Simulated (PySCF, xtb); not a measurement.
In(vinyl)(OH)(OMe) (C₃H₇InO₂), SMILES C=[CH][In]([OH])[O]C. One conformer was computed; it need not be the lowest.

Harmonic wavenumbers (cm⁻¹) from GFN2-xTB (xtb) at its own minimum, in rising order: 49, 50, 72, 79, 90, 124, 183, 237, 317, 332, 410, 419, 444, 666, 891, 935, 992, 1053, 1132, 1137, 1148, 1372, 1412, 1480, 1487, 1651, 2888, 2899, 2924, 3008, 3049, 3051, 3614.

### Question
What does PBE0-D3(BJ)/def2-SVP run with PySCF give at its own minimum? (An estimate is asked for; the answer gives what the named calculation found.)

### Answer
50, 67, 83, 95, 105, 153, 206, 272, 333, 456, 507, 533, 620, 823, 994, 995, 1041, 1162, 1174, 1196, 1245, 1415, 1471, 1474, 1479, 1668, 2957, 3016, 3065, 3132, 3181, 3230, 3886. Paired by order, the mean absolute difference is 76 cm⁻¹ and the zero-point energies are 56.6 and 60.2 kcal/mol.
